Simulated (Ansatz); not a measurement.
C2H6FNOSi can be A, `C=C[Si](N)(O)F`, or B, `FC1OCN1[SiH3]`.

Calculated with Ansatz (gas phase, PBE0-D4/def2-TZVP geometries, no zero-point term in ΔE). CCSD(T)/CBS adds triple-zeta CCSD(T) − MP2 to the extrapolated MP2 energy (def2 sets, frozen cores). DFT in def2-TZVPP. B3LYP here is the variant with VWN-RPA as its local correlation; programs differ in this. Each species was taken in one conformer, which may not be the lowest.

**Question.** Which isomer does CCSD(T)/CBS put lower? Give the gap. (Estimate.)

**Answer.** Computed: A, by 120.6 kcal/mol.

**Question.** Give E(B) − E(A) in kcal/mol with ωB97M-V, PBE0-D4, CCSD(T)/def2-TZVPP, B3LYP-D4, PBE-D4, MP2/def2-TZVPP, B2PLYP. (Best estimate.)

**Answer.** Computed: ωB97M-V 115.2, PBE0-D4 109.9, CCSD(T)/def2-TZVPP 116.8, B3LYP-D4 116.3, PBE-D4 107.9, MP2/def2-TZVPP 120.4, B2PLYP 118.1. None reverses the order clearly.

Largest T1 diagnostic: 0.012.

From PBE to PBE0 (25 % exact exchange), in def2-TZVPP and without D4, E(B) − E(A) moves by +2.1 kcal/mol.
